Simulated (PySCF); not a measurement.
CH3OS, SMILES [S](C)=O, multiplicity 2.

The structure is a stationary point at r2SCAN-D4/def2-TZVP. The isomer is the one that the SMILES or the coordinates give; other isomers of the formula were not compared.

These are r2SCAN-D4/def2-TZVP (PySCF) values and carry that method's errors.

Frequencies are harmonic and unscaled.

Computed harmonic wavenumbers and intensities:
```csv
mode,ν (cm⁻¹),IR (km/mol),moving atoms (share of kinetic energy)
1,149,0.3,"H 86 %, O 8 %"
2,335,6.5,"O 42 %, H 23 %, S 19 %, C 17 %"
3,669,15.5,"C 55 %, S 29 %, H 15 %"
4,874,1.8,"H 84 %, C 14 %"
5,938,11.6,"H 68 %, C 22 %"
6,1085,45.5,"O 66 %, S 34 %"
7,1303,2.0,"H 84 %, C 16 %"
8,1435,10.3,H 95 %
9,1450,8.3,H 96 %
10,3032,3.6,H 98 %
11,3134,2.3,"H 90 %, C 10 %"
12,3138,3.9,"H 90 %, C 10 %"
```
